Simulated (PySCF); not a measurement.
C3H7O, SMILES CC(C)[O], multiplicity 2.

The structure is a stationary point at TPSSh-D3(BJ)/def2-SVP. The isomer is the one that the SMILES or the coordinates give; other isomers of the formula were not compared.

All values below come from PySCF with r2SCAN/def2-TZVP.

Computed frontier levels, dipole moment and polarisability:
```
Item                                                                                                            Result
---------------------------------------------------------------------------------------------  -----------------------
α spin, highest occupied and lowest empty level                                                      -6.67 and 1.08 eV
β spin, highest occupied and lowest empty level                                                     -6.17 and -4.39 eV
dipole moment                                                                                                   2.08 D
quadrupole, principal values (traceless, Buckingham form, about the centre of nuclear charge)    -4.40, 1.14, 3.25 D·Å
mean static polarisability                                                                        44.3 bohr³ (6.56 Å³)
polarisability, principal values                                                                38.6, 44.7, 49.5 bohr³
⟨S²⟩                                                                                           0.755 (pure state 0.75)
```
